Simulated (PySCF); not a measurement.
Job file and geometry (Å, from GFN2-xTB) of an NMR shielding run on `CC[O+](C)[AlH2-][CH2]Cl`, C$_{4}$H$_{12}$AlClO, PySCF 2.14.0, density-fitted response routines, GIAO PBE0/pcSseg-1 NMR shielding, non-relativistic, gas phase; density fitting, a coarse starting grid and PySCF grid level 2 are the driver's defaults:

```
$ OMP_NUM_THREADS=1 python probes_run.py task.json out

{"job": {"kind": "nmr", "xc": "PBE0", "basis": "pcSseg-1"}, "charge": 0, "multiplicity": 1}
C     -1.332812     1.512238    -0.043088
C     -1.572695     0.048993    -0.366304
O     -0.361667    -0.690564    -0.202840
C     -0.532535    -1.973562     0.367599
Al     1.350922    -0.136657    -0.863721
C      2.155478     1.080393     0.569303
Cl     2.262107    -0.415743     1.571223
H     -1.005889     1.616358     0.988963
H     -2.249970     2.078010    -0.185707
H     -0.556694     1.902992    -0.698142
H     -1.914714    -0.064019    -1.400777
H     -2.334787    -0.366090     0.302857
H     -0.913672    -1.894709     1.389814
H      0.452707    -2.440342     0.384899
H     -1.210703    -2.580304    -0.237692
H      1.990633    -1.540190    -1.091323
H      0.887730     0.637622    -2.129041
H      1.686095     1.831135     1.209365
H      3.190661     1.403690     0.427149
```

**Question.** What does the program print?

**Answer.** 
```
coarse grid: 16120 points
cycle   1  E = -936.7760953022  dE =  4.970e-01  |g| = 4.622e-01  |ddm| = 3.632e+00
cycle   2  E = -936.7695336873  dE =  6.562e-03  |g| = 5.337e-01  |ddm| = 7.658e-01
cycle   3  E = -936.8217099985  dE = -5.218e-02  |g| = 9.361e-02  |ddm| = 4.010e-01
cycle   4  E = -936.8231872554  dE = -1.477e-03  |g| = 2.690e-02  |ddm| = 7.943e-02
cycle   5  E = -936.8233328890  dE = -1.456e-04  |g| = 5.918e-03  |ddm| = 2.327e-02
cycle   6  E = -936.8233406014  dE = -7.712e-06  |g| = 1.413e-03  |ddm| = 5.609e-03
final grid: 144144 points
cycle   7  E = -936.8735380635  dE = -3.701e-05  |g| = 1.213e-02  |ddm| = 2.618e-02
cycle   8  E = -936.8735156021  dE =  2.246e-05  |g| = 1.640e-02  |ddm| = 1.619e-02
cycle   9  E = -936.8735665215  dE = -5.092e-05  |g| = 1.504e-03  |ddm| = 9.568e-03
cycle  10  E = -936.8735669857  dE = -4.642e-07  |g| = 2.352e-04  |ddm| = 1.396e-03
cycle  11  E = -936.8735669971  dE = -1.138e-08  |g| = 6.314e-05  |ddm| = 2.237e-04
cycle  12  E = -936.8735669978  dE = -7.208e-10  |g| = 2.794e-05  |ddm| = 7.438e-05
converged SCF energy = -936.8735669978

GIAO shielding tensors (ppm)
atom      isotropic    diamagn.    paramagn.     s11        s22        s33       span
  0 C      168.378     250.232     -81.854    151.741    171.121    182.271     30.531
  1 C      112.312     244.130    -131.818     71.522     93.833    171.581    100.059
  2 O      322.738     402.004     -79.265    273.281    330.244    364.690     91.409
  3 C      119.701     243.620    -123.919     81.479     99.243    178.380     96.901
  4 Al     429.846     793.932    -364.085    388.585    413.315    487.638     99.053
  5 C      158.066     254.165     -96.099    127.758    153.541    192.900     65.142
  6 Cl     948.830    1148.902    -200.072    856.670    965.936   1023.884    167.214
  7 H       30.136      31.691      -1.554     26.469     29.398     34.542      8.072
  8 H       30.610      28.304       2.306     26.218     27.212     38.401     12.183
  9 H       29.210      30.945      -1.734     25.088     29.158     33.385      8.298
 10 H       27.232      29.416      -2.184     22.713     26.264     32.720     10.007
 11 H       28.084      30.269      -2.185     23.103     28.333     32.816      9.713
 12 H       27.944      29.483      -1.539     24.349     25.514     33.969      9.620
 13 H       26.735      28.931      -2.197     22.180     26.573     31.451      9.271
 14 H       28.030      28.313      -0.283     24.256     25.050     34.784     10.527
 15 H       27.368      30.034      -2.667     24.441     25.814     31.848      7.408
 16 H       27.287      30.532      -3.245     23.776     25.994     32.092      8.316
 17 H       29.071      32.216      -3.145     25.292     26.859     35.061      9.769
 18 H       29.086      30.585      -1.499     23.192     27.622     36.444     13.251
```

Size and cost of the density-fitted run: 193 basis functions, 34 s wall time on 1 thread of an Arm Neoverse V2, shared host; peak memory 0.78 GiB.
